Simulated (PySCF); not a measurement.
PySCF job for thiadiazoloquinoxaline (C8H4N4S), SMILES s1nc2cc3c(nccn3)cc2n1, PBE/pcSseg-1. Geometry optimised at PBE0-D3(BJ)/def2-SVP.

```python
import numpy as np
from pyscf import gto, scf, dft
from pyscf.prop.nmr import rks as nmr

mol = gto.M(
    atom='''
    C     0.00000000   -0.71950400   -3.53232005
    C     0.00000000    0.71950399   -3.53232005
    N     0.00000000    1.41751678   -2.44046012
    C     0.00000000    0.72699920   -1.25537818
    C     0.00000000    1.44385161   -0.06516764
    C     0.00000000    0.72844636    1.14347041
    N     0.00000000    1.24937152    2.38176707
    S     0.00000000   -0.00000000    3.40521774
    N     0.00000000   -1.24937152    2.38176707
    C     0.00000000   -0.72844636    1.14347041
    C     0.00000000   -1.44385161   -0.06516764
    C     0.00000000   -0.72699920   -1.25537818
    N     0.00000000   -1.41751678   -2.44046012
    H     0.00000000   -1.25933893   -4.48759972
    H     0.00000000    1.25933892   -4.48759972
    H     0.00000000    2.53336584   -0.08691815
    H     0.00000000   -2.53336584   -0.08691814
    ''',
    basis='pcSseg-1',
    charge=0,
    spin=0,
    max_memory=1600,
    verbose=3,
)
mf = dft.RKS(mol, xc='pbe').density_fit(auxbasis='def2-universal-jkfit')
mf.grids.level = 3
mf.conv_tol = 1e-10
mf.max_cycle = 100
mf.kernel()
n = nmr.NMR(mf)
n.verbose = 2
n.max_cycle_cphf = 60
sigma = n.kernel()
print('atom   isotropic/ppm   span/ppm')
for i, s in enumerate(sigma):
    w = np.linalg.eigvalsh((s + s.T) / 2)
    print(f'{mol.atom_symbol(i):2s}{i + 1:3d} {w.mean():14.3f} {w[2] - w[0]:11.3f}')
```

It prints:

```
converged SCF energy = -923.584594381897
atom   isotropic/ppm   span/ppm
C   1         32.025     198.281
C   2         32.025     198.281
N   3       -109.804     706.891
C   4         37.251     194.680
C   5         53.237     159.680
C   6         24.644     163.224
N   7       -116.866     567.710
S   8        -90.390     203.956
N   9       -116.866     567.709
C  10         24.644     163.224
C  11         53.237     159.679
C  12         37.251     194.680
N  13       -109.804     706.891
H  14         22.457       6.847
H  15         22.457       6.847
H  16         22.055      10.437
H  17         22.055      10.437
```

Self-consistency was reached.

Cost: very roughly 4 core-minutes.
